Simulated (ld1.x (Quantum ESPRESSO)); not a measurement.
# oxygen (O), TM: configuration errors across variants

| Quantity | Value |
| --- | --- |
| Element | oxygen |
| Generator | ld1.x (Quantum ESPRESSO) 7.5 |
| Type | norm-conserving Troullier–Martins (Kleinman–Bylander form) |
| Functional | PBE |
| Relativity | scalar-relativistic |
| Frozen core | [He] |
| Valence charge | 6 |
| Reference configuration | 2s2 2p4 |
| Partial waves | 2p (bound): rc 1.30 bohr; 2s (bound): rc 0.80 bohr |
| Local potential | the s channel |
| Core correction | none |

All-electron excitation energies from the reference (eV): (1) 2s2 2p3 16.431; (2) 2s2 2p2 50.017; (3) 2s2 2p1 103.886; (4) 2s0 2p6 29.937; (5) 2s2 2p0 180.791; (6) 2s1 2p4 31.659; (7) 2s1 2p5 14.950.

Errors AE − PS in meV (a dash: test not solved or not reliable):

```csv
change,(1),(2),(3),(4),(5),(6),(7),bound ghosts
base,+6.9,+89,+443,+36,+1501,-19,+9.1,none
wave 2s (bound): rc 0.80 bohr becomes 2s (bound): rc 0.54 bohr,+10,+110,+517,+189,+1733,+12,+52,none
wave 2s (bound): rc 0.80 bohr becomes 2s (bound): rc 0.64 bohr,+7.6,+94,+464,+46,+1557,-16,+13,none
wave 2s (bound): rc 0.80 bohr becomes 2s (bound): rc 0.76 bohr,+6.8,+88,+440,+36,+1495,-19,+8.8,none
wave 2s (bound): rc 0.80 bohr becomes 2s (bound): rc 0.96 bohr,+9.6,+106,+497,+54,+1625,-15,+15,none
wave 2s (bound): rc 0.80 bohr becomes 2s (bound): rc 1.08 bohr,+13,+125,+553,+74,+1738,-11,+21,none
wave 2s (bound): rc 0.80 bohr becomes 2s (bound): rc 1.22 bohr,+19,+161,+654,+103,+1930,-6.3,+30,none
```

Q: Give the same row for: wave 2s (bound): rc 0.80 bohr becomes 2s (bound): rc 0.84 bohr.

A: +7.2, +91, +449, +38, +1518, -18, +9.7; bound ghosts: none.
